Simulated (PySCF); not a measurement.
# Working out the ionisation energy of Sb

Sb [Kr] 4d10 5s2 5p3 (4S) → Sb⁺ [Kr] 4d10 5s2 5p2 (3P). Computed with PySCF 2.14 in aug-cc-pVTZ-PP with ECP28MDF (6s5p4d2f, 55 functions), with scalar relativity through the core potential. Frozen: 4s2 4p6 4d10. Energies in hartree (1 hartree = 27.21139 eV):

```csv
part,Sb (lower),Sb⁺ (upper)
UHF,-239.277766,-238.962344
MP2 opposite-spin,-0.044701,-0.038233
MP2 same-spin,-0.016538,-0.007641
```

Question: What does Hartree-Fock give?

Answer: (-238.962344) − (-239.277766) = 0.315422 hartree = 8.583 eV.

Question: What do MP2 and SCS-MP2 (6/5 opposite-spin, 1/3 same-spin) give?

Answer: The opposite-spin parts differ by 0.176 eV and the same-spin parts by 0.242 eV. MP2: 8.583 + (0.176) + (0.242) = 9.001 eV. SCS-MP2: 8.583 + 1.2 × (0.176) + (0.242)/3 = 8.875 eV.

Measured between the centres of the two terms (NIST): 9.124 eV, so MP2 (valence) is off by -0.123 eV.

What remains against the reference includes basis incompleteness, the frozen core and correlation beyond second order.
